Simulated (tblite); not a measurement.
Species: C₄H₂F₃S (doublet state).
Cartesian coordinates in Å at the GFN2-xTB level; atoms count from 1:
```
atom  x, y, z in Å
F1     2.2913   -1.1013    0.3561
C2     1.8582    0.1356    0.1677
F3     2.8615    0.9738   -0.0091
C4     0.5488    0.4623    0.1631
F5     0.2410    1.7564   -0.0396
C6    -0.5190   -0.4585    0.3563
C7    -1.8282   -0.0823    0.3438
S8    -3.1110   -1.1480    0.5692
H9    -0.2447   -1.4901    0.5170
H10   -2.0890    0.9567    0.1817
```

Method: GFN2-xTB as coded in tblite; computed harmonic values from a numerical Hessian at the method's own geometry, unscaled. Errors from tens to a few hundred cm⁻¹ against measured bands are possible. One conformer, not necessarily the lowest. Open shells enter through the occupations alone, without spin polarisation, and single modes of such species can be off by tens of per cent.

Harmonic wavenumbers (cm⁻¹): 89.2, 96.3, 157.2, 193.5, 212.8, 290.0, 347.3, 396.0, 480.9, 496.2, 557.8, 748.6, 815.3, 888.6, 900.9, 1065.3, 1190.5, 1227.2, 1257.4, 1293.9, 1443.9, 1648.9, 3030.1, 3100.6.

A = 4264, B = 725.0, C = 619.6 MHz; mass 138.983 u (most abundant isotopes); point group Cs, symmetry number 1; spin multiplicity 2.

**Question.** Zero-point energy?

**Answer.** ½Σν̃ = 10964 cm⁻¹ = 31.35 kcal/mol.

**Question.** Entropy at 298.15 K, 1 bar (ideal gas, RRHO, classical rotation)?

**Answer.** Translation 40.73, rotation 29.51, vibration 20.50, spin (R ln 2) 1.38: S = 92.1 cal/(mol K).

**Question.** And Cp and H(298.15 K) − H(0)?

**Answer.** Cp = 29.39 cal/(mol K), of which vibrations give 21.45 (their classical limit is 24 R = 47.7); H(298.15 K) − H(0) = 5.74 kcal/mol without the zero-point energy, 3.37 from vibrations.

**Question.** What must be added to the electronic energy to get the Gibbs energy at 298.15 K and 1 bar?

**Answer.** ZPE + [H(298.15 K) − H(0)] − T·S = 31.35 + 5.74 − 27.46 = 9.63 kcal/mol.

**Question.** How do the functions run with temperature in this model?

**Answer.** 
```json
{"T (K)": "50", "S (cal/(mol K))": "58.7", "Cp (cal/(mol K))": "11.1", "H − H(0) (kcal/mol)": "0.45", "G − H(0) (kcal/mol)": "-2.49", "ln q(vib)": "0.16"}
{"T (K)": "100", "S (cal/(mol K))": "68.0", "Cp (cal/(mol K))": "16.1", "H − H(0) (kcal/mol)": "1.13", "G − H(0) (kcal/mol)": "-5.67", "ln q(vib)": "0.86"}
{"T (K)": "373.15", "S (cal/(mol K))": "99.1", "Cp (cal/(mol K))": "33.1", "H − H(0) (kcal/mol)": "8.09", "G − H(0) (kcal/mol)": "-28.90", "ln q(vib)": "6.04"}
{"T (K)": "500", "S (cal/(mol K))": "109.6", "Cp (cal/(mol K))": "38.2", "H − H(0) (kcal/mol)": "12.63", "G − H(0) (kcal/mol)": "-42.15", "ln q(vib)": "8.32"}
{"T (K)": "750", "S (cal/(mol K))": "126.3", "Cp (cal/(mol K))": "44.4", "H − H(0) (kcal/mol)": "23.03", "G − H(0) (kcal/mol)": "-71.73", "ln q(vib)": "12.40"}
{"T (K)": "1000", "S (cal/(mol K))": "139.6", "Cp (cal/(mol K))": "47.8", "H − H(0) (kcal/mol)": "34.59", "G − H(0) (kcal/mol)": "-105.03", "ln q(vib)": "15.98"}
```

q(vib) and H(0) count from the zero-point level.

**Question.** Blend soft modes into free rotors: weight 1/[1 + (100 cm⁻¹/ν̃)⁴] for the oscillator and the rest for a rotor with moment μB/(μ + B), μ = h/(8π²ν), B = 10⁻⁴⁴ kg m². What vibrational entropy results?

**Answer.** 19.72 cal/(mol K) in place of 20.50, which changes −T·S at 298.15 K by +0.23 kcal/mol.

**Question.** Which modes carry the vibrational entropy at 298.15 K?

**Answer.** 89.2 cm⁻¹: 3.68; 96.3 cm⁻¹: 3.53; 157.2 cm⁻¹: 2.58; 193.5 cm⁻¹: 2.19; 212.8 cm⁻¹: 2.02; 290.0 cm⁻¹: 1.47 cal/(mol K); the other 18 give 5.03 together.

Hindered rotation and anharmonicity are outside this model. Other conformers, if any are populated, would add a mixing term that is left out.
